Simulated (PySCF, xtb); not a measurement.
F2HOS, SMILES [OH+]=S(F)F, charge +1.

GFN2-xTB run with xtb 6.7.1 at its own geometry gives an orbital gap of 7.54 eV.

The structure is a stationary point at B3LYP-D3(BJ)/def2-SVP. The isomer is the one that the SMILES or the coordinates give; other isomers of the formula were not compared.

### Question
What does B3LYP/def2-TZVPD (PySCF) give? (Estimate from the structure and the level; the computed values follow.)

### Answer
gap 9.28 eV (levels -18.20 and -8.92 eV).
